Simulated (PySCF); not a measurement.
# Electron correlation in Ni (nickel, neutral)

[Ar] 3d8 4s2, high-spin 3F determinant. All numbers are calculated (PySCF 2.14, no relativity, point nucleus, in 6-31G*). Frozen: [Ar]; 10 electrons correlated.

MP2 pair energies summed by pair of shells (mhartree):

| pair | energy | share (%) |
| --- | --- | --- |
| 3d-3d | -129.99 | 77.0 |
| 3d-4s | -20.73 | 12.3 |
| 4s-4s | -18.20 | 10.8 |

Total MP2 correlation energy: -168.92 mhartree.

Same-spin part -57.05 and opposite-spin part -111.88 mhartree; SCS-MP2 scales them by 1/3 and 6/5 to -153.27 mhartree.
